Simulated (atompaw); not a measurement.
**Cutoff test, Re, PAW (atompaw)**

Re (Z = 75), PAW, made with atompaw 4.2.0.5 (LDA (PW92), non-relativistic). Core [Kr] 4d10, reference 4f14 5s2 5p6 5d5 6s2 6p0. Waves: 5s (bound): rc 2.05 bohr; 6s (bound): rc 2.10 bohr; 5p (bound): rc 1.40 bohr; 6p (bound, empty): rc 2.10 bohr; 5d (bound): rc 2.10 bohr; 5d channel at 1.3 Ry: rc 2.10 bohr; 4f (bound): rc 0.95 bohr; 4f channel at -0.4 Ry: rc 0.95 bohr. Local part: troulliermartins scheme with l = 4 at 0 Ry, radius 1.45 bohr. Core correction: smooth core density matched at 1.30 bohr. Augmentation charge: sinc compensation charge, radius 1.90 bohr; PAW radius 2.10 bohr; waves and projectors: custom polynom gramschmidtortho.

The pseudo-atom Hamiltonian at the reference potential is diagonalised in spherical Bessel functions j_l(qr) that vanish at 20 bohr, with q² up to the cutoff. All-electron valence levels (Ry): 5s -5.1344, 6s -0.3738, 5p -3.2622, 6p -0.1169, 5d -0.5171, 4f -3.8499.

Q: How do the lowest levels (Ry) of each channel move with the cutoff, and are there ghosts?

A:

```json
{"cutoff (Ry)": "8", "s #1": "-5.0699", "s #2": "-0.3642", "s #3": "0.0075", "p #1": "-1.2936", "p #2": "-0.0607", "d #1": "-0.1966", "d #2": "0.0618", "f #1": "0.1085", "Σ f·Δε (mRy)": "68977.1"}
{"cutoff (Ry)": "18", "s #1": "-5.1336", "s #2": "-0.3736", "s #3": "0.0064", "p #1": "-3.2208", "p #2": "-0.1167", "d #1": "-0.5135", "d #2": "0.0562", "f #1": "0.1085", "Σ f·Δε (mRy)": "55682.8"}
{"cutoff (Ry)": "35", "s #1": "-5.1344", "s #2": "-0.3738", "s #3": "0.0064", "p #1": "-3.2614", "p #2": "-0.1169", "d #1": "-0.5168", "d #2": "0.0562", "f #1": "0.1085", "Σ f·Δε (mRy)": "55421.1"}
{"cutoff (Ry)": "55", "s #1": "-5.1344", "s #2": "-0.3738", "s #3": "0.0064", "p #1": "-3.2621", "p #2": "-0.1169", "d #1": "-0.5171", "d #2": "0.0562", "f #1": "0.1085", "Σ f·Δε (mRy)": "55415.0"}
{"cutoff (Ry)": "90", "s #1": "-5.1344", "s #2": "-0.3738", "s #3": "0.0064", "p #1": "-3.2622", "p #2": "-0.1169", "d #1": "-0.5171", "d #2": "0.0562", "f #1": "-3.4573", "Σ f·Δε (mRy)": "5493.5"}
{"cutoff (Ry)": "140", "s #1": "-5.1344", "s #2": "-0.3738", "s #3": "0.0064", "p #1": "-3.2622", "p #2": "-0.1169", "d #1": "-0.5171", "d #2": "0.0562", "f #1": "-3.8362", "Σ f·Δε (mRy)": "188.9"}
{"cutoff (Ry)": "230", "s #1": "-5.1344", "s #2": "-0.3738", "s #3": "0.0064", "p #1": "-3.2622", "p #2": "-0.1169", "d #1": "-0.5171", "d #2": "0.0562", "f #1": "-3.8486", "Σ f·Δε (mRy)": "15.1"}
{"cutoff (Ry)": "400", "s #1": "-5.1344", "s #2": "-0.3738", "s #3": "0.0064", "p #1": "-3.2622", "p #2": "-0.1169", "d #1": "-0.5171", "d #2": "0.0562", "f #1": "-3.8497", "Σ f·Δε (mRy)": "0.0"}
```

Result: no extra level below or beside the all-electron valence levels (s, p, d, f tested); 10 mRy is reached at 300 Ry and 1 mRy at over 300 Ry.
